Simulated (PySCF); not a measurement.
Compound: C5H9N3.
Cartesian coordinates in Å at the GFN2-xTB level; atoms count from 1:
```
atom  x, y, z in Å
C1    -1.3486    1.8711   -0.2210
C2    -0.3684    0.7716   -0.0449
N3     0.9096    0.9706    0.2571
N4     1.4354   -0.2312    0.3293
C5     2.8216   -0.4529    0.6032
N6     0.5945   -1.2122    0.0922
C7    -0.5692   -0.6195   -0.1499
C8    -1.8151   -1.3609   -0.4642
H9    -1.7640    1.8485   -1.2281
H10   -0.8572    2.8258   -0.0574
H11   -2.1705    1.7628    0.4861
H12    3.3981   -0.4708   -0.3252
H13    2.9289   -1.4109    1.1088
H14    3.1865    0.3547    1.2351
H15   -2.5863   -1.1343    0.2714
H16   -2.1887   -1.0723   -1.4463
H17   -1.6136   -2.4280   -0.4562
```

The closed-shell SCF was solved with PySCF and density fitting under several settings on one GFN2-xTB geometry (grid level 2 and gas phase unless stated).

```csv
settings,basis functions,SCF cycles,E (Eh),HOMO (eV),LUMO (eV),dipole (D)
PBE0/pcSseg-1,181,14,-359.7262,-6.87,0.33,0.17
PBE0/def2-SVPD,232,14,-359.5303,-6.90,0.19,0.24
```

**Question.** Estimate the rows for these settings: (1) BLYP/6-311G**, IEF-PCM chloroform; (2) LDA/pcSseg-0, IEF-PCM benzene, fitting basis def2-universal-jkfit; (3) PBE0/6-31G-J, IEF-PCM tetrahydrofuran, energy threshold 1e-11 Eh, fitting basis def2-qzvpp-jkfit.

**Answer.** 
| settings | basis functions | SCF cycles | E (Eh) | HOMO (eV) | LUMO (eV) | dipole (D) |
| --- | --- | --- | --- | --- | --- | --- |
| BLYP/6-311G**, IEF-PCM chloroform | 198 | 15 | -360.1379 | -5.55 | -0.55 | 0.27 |
| LDA/pcSseg-0, IEF-PCM benzene, fitting basis def2-universal-jkfit | 90 | 10 | -356.2649 | -6.19 | -0.97 | 0.41 |
| PBE0/6-31G-J, IEF-PCM tetrahydrofuran, energy threshold 1e-11 Eh, fitting basis def2-qzvpp-jkfit | 132 | 12 | -359.7093 | -7.02 | 0.25 | 0.56 |

**Question.** Over all rows, what range does the HOMO–LUMO gap span?

**Answer.** From 5.00 eV (BLYP/6-311G**, IEF-PCM chloroform) to 7.27 eV (PBE0/6-31G-J, IEF-PCM tetrahydrofuran, energy threshold 1e-11 Eh, fitting basis def2-qzvpp-jkfit). The functional of the narrowest has no exact exchange, that of the widest 25 % exact exchange.

**Question.** And the dipole moment?

**Answer.** From 0.17 D (PBE0/pcSseg-1) to 0.56 D (PBE0/6-31G-J, IEF-PCM tetrahydrofuran, energy threshold 1e-11 Eh, fitting basis def2-qzvpp-jkfit); the largest is 3.29 times the smallest, and the median is 0.27 D.

**Question.** Compare two rows with the functional PBE0: PBE0/pcSseg-1 and PBE0/def2-SVPD. Which energy is lower, and by how much?

**Answer.** PBE0/pcSseg-1 (181 functions) lies 0.1959 Eh or 123 kcal/mol below PBE0/def2-SVPD (232 functions). The smaller set gives the lower energy; the two sets aren't nested, so the variational bound doesn't order them by size.

Cycle counts include a coarse-grid stage where the run had one. All basis functions are spherical, in the Pople sets too. Geometry: GFN2-xTB; no vibrations or thermal averaging.
